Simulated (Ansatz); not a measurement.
`C=C[SiH](C)F` + `Clc1cccc2ccccc12` → `C=C[SiH](F)Cl` + `Cc1cccc2ccccc12`  (formal exchange of groups at the Si–C bond)

Calculated with Ansatz (gas phase, PBE0-D4/def2-TZVP geometries, no zero-point term in ΔE). CCSD(T)/CBS adds triple-zeta CCSD(T) − MP2 to the extrapolated MP2 energy (def2 sets, frozen cores). DFT in def2-TZVPP. B3LYP here is the variant with VWN-RPA as its local correlation; programs differ in this. Each species was taken in one conformer, which may not be the lowest.

```
             level  ΔE (kJ/mol)  difference from CCSD(T)/CBS
         revPBE-D4       -115.2                          9.8
        r2SCAN0-D4       -125.8                         -0.8
          BHLYP-D4       -128.8                         -3.8
            r2SCAN       -121.0                          4.0
              PBE0       -120.7                          4.3
             B3LYP       -120.3                          4.7
RPA@PBE/def2-TZVPP       -119.3                          5.7
     HF/def2-TZVPP       -137.4                        -12.4
     MP2/CBS(def2)       -126.3                         -1.3
    CCSD/CBS(def2)       -128.0                         -3.0
       CCSD(T)/CBS       -125.0                            0
```

Largest T1 diagnostic among the species: 0.011.

From BLYP to BHLYP (50 % exact exchange), in def2-TZVPP and without D4, ΔE moves by −14.1 kJ/mol. In def2-TZVPP, CCSD(T) changes the Hartree–Fock value by +13.8 kJ/mol (the triples alone add +3.0 kJ/mol) and MP2 by +12.5 kJ/mol.

CCSD(T)/CBS has its own doubt, a few kJ/mol and more with outer-core shells, so smaller differences from it don't rank the levels.
